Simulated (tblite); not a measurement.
C₆H₅OS (doublet state).
Bonds: O1–C2, C2–C3 (aromatic), C3–C4 (aromatic), C4–C5 (aromatic), C5–S6, C5–C7 (aromatic), C7–C8 (aromatic), C2–C8 (aromatic). Hydrogens: H9 on O1; H10 on C3; H11 on C4; H12 on C7; H13 on C8.
Bond orders are those of one Lewis drawing.

Computed with GFN2-xTB (tblite), gas phase: L-BFGS steps from a force-field or distance-geometry start until the largest atomic force falls under 0.01 eV/Å.

Step 0: E = -616.6593 eV
```
atom  x, y, z in Å  |  force x, y, z in eV/Å
O1     -2.5308   -0.1400   -0.2509    0.083   0.455   0.129
C2     -1.1847   -0.0779   -0.1329    0.026  -0.079   0.137
C3     -0.5354    1.0770    0.3109    0.333   0.300  -0.008
C4      0.8462    1.1077    0.4170   -0.361  -0.183   0.081
C5      1.5852   -0.0405    0.1203    1.441   0.176  -0.007
S6      3.3739   -0.0072    0.2645   -1.471  -0.027  -0.102
C7      0.9461   -1.1963   -0.3213   -0.555  -0.271  -0.020
C8     -0.4401   -1.2165   -0.4320    0.584  -0.400  -0.157
H9     -2.8781    0.7295    0.0077   -0.180  -0.269  -0.103
H10    -1.1057    1.9748    0.5597    0.101  -0.303  -0.097
H11     1.3495    1.9998    0.7588   -0.011  -0.052  -0.037
H12     1.5210   -2.0885   -0.5588   -0.121   0.290   0.080
H13    -0.9514   -2.1213   -0.7607    0.131   0.363   0.105
```

Step 1: E = -616.7169 eV
```
atom  x, y, z in Å  |  force x, y, z in eV/Å
O1     -2.5296   -0.1335   -0.2491    0.215   0.021   0.006
C2     -1.1843   -0.0791   -0.1310    0.236  -0.009   0.133
C3     -0.5306    1.0813    0.3108   -0.032  -0.132  -0.133
C4      0.8410    1.1051    0.4182    0.304  -0.163   0.094
C5      1.6058   -0.0380    0.1202    0.293  -0.046  -0.128
S6      3.3529   -0.0076    0.2630   -0.935  -0.018  -0.064
C7      0.9381   -1.2002   -0.3216    0.283   0.156   0.153
C8     -0.4317   -1.2222   -0.4342   -0.062   0.061  -0.029
H9     -2.8807    0.7257    0.0062   -0.262   0.072   0.002
H10    -1.1042    1.9704    0.5584    0.043  -0.147  -0.054
H11     1.3493    1.9990    0.7582   -0.064  -0.099  -0.052
H12     1.5193   -2.0844   -0.5576   -0.074   0.154   0.042
H13    -0.9495   -2.1162   -0.7592    0.056   0.151   0.031
```

Step 2: E = -616.7383 eV
```
atom  x, y, z in Å  |  force x, y, z in eV/Å
O1     -2.5251   -0.1310   -0.2483    0.150   0.001   0.006
C2     -1.1796   -0.0796   -0.1277    0.066  -0.023   0.056
C3     -0.5297    1.0801    0.3082    0.281  -0.118  -0.050
C4      0.8452    1.1010    0.4204    0.067  -0.109   0.030
C5      1.6184   -0.0381    0.1176   -0.478  -0.020  -0.114
S6      3.3277   -0.0081    0.2613   -0.141  -0.009  -0.007
C7      0.9410   -1.1984   -0.3187    0.070   0.135   0.083
C8     -0.4301   -1.2229   -0.4355    0.153   0.205   0.071
H9     -2.8867    0.7258    0.0057   -0.183   0.028  -0.008
H10    -1.1029    1.9661    0.5568    0.019  -0.080  -0.038
H11     1.3480    1.9969    0.7570   -0.017  -0.046  -0.023
H12     1.5172   -2.0800   -0.5564    0.014   0.027   0.011
H13    -0.9478   -2.1115   -0.7581   -0.003   0.008  -0.018
```

Step 3: E = -616.7442 eV
```
atom  x, y, z in Å  |  force x, y, z in eV/Å
O1     -2.5220   -0.1300   -0.2480    0.071   0.031   0.014
C2     -1.1779   -0.0801   -0.1262    0.082   0.033   0.048
C3     -0.5248    1.0785    0.3071    0.058  -0.035  -0.015
C4      0.8464    1.0986    0.4212    0.074   0.036   0.046
C5      1.6145   -0.0382    0.1155   -0.325  -0.003  -0.064
S6      3.3202   -0.0083    0.2608   -0.003  -0.008   0.001
C7      0.9418   -1.1964   -0.3170    0.064  -0.016   0.012
C8     -0.4269   -1.2203   -0.4348   -0.027   0.050   0.022
H9     -2.8906    0.7259    0.0054   -0.121  -0.030  -0.022
H10    -1.1023    1.9639    0.5559    0.060  -0.109  -0.045
H11     1.3475    1.9958    0.7565    0.001  -0.051  -0.019
H12     1.5170   -2.0786   -0.5560    0.020   0.034   0.015
H13    -0.9474   -2.1103   -0.7581    0.045   0.068   0.006
```

Problem. Estimate the geometry and energy of step 4. (The exact step hangs on the optimiser's Hessian estimate; all steps are aligned on step 3, rigid shifts and turns removed.)

Solution. E = -616.7472 eV, largest force 0.119 eV/Å
```
atom  x, y, z in Å  |  force x, y, z in eV/Å
O1     -2.5190   -0.1284   -0.2474    0.029   0.008   0.008
C2     -1.1751   -0.0796   -0.1243    0.028   0.033   0.019
C3     -0.5214    1.0773    0.3062   -0.001   0.024   0.021
C4      0.8484    1.0982    0.4228   -0.046   0.059   0.015
C5      1.6073   -0.0381    0.1131   -0.022   0.008  -0.004
S6      3.3151   -0.0086    0.2605    0.022  -0.008  -0.001
C7      0.9432   -1.1963   -0.3161   -0.092  -0.066  -0.035
C8     -0.4257   -1.2186   -0.4342   -0.021  -0.015   0.013
H9     -2.8952    0.7250    0.0047   -0.075  -0.036  -0.021
H10    -1.1005    1.9601    0.5544    0.040  -0.058  -0.030
H11     1.3473    1.9941    0.7557    0.056   0.013   0.010
H12     1.5172   -2.0769   -0.5554    0.056  -0.008   0.004
H13    -0.9460   -2.1077   -0.7578    0.027   0.044   0.000
```

The energy changes by -0.0031 eV. The first-order estimate −F·Δx gives -0.0053 eV and the mean of the old and new forces, exact on a quadratic surface, -0.0031 eV. The step makes an angle of 29° with the force vector and moves no atom by more than 0.008 Å.

The cost below is that of the whole relaxation. On one thread, Arm Neoverse V2 (aarch64), on a shared host, this took under 0.1 s.
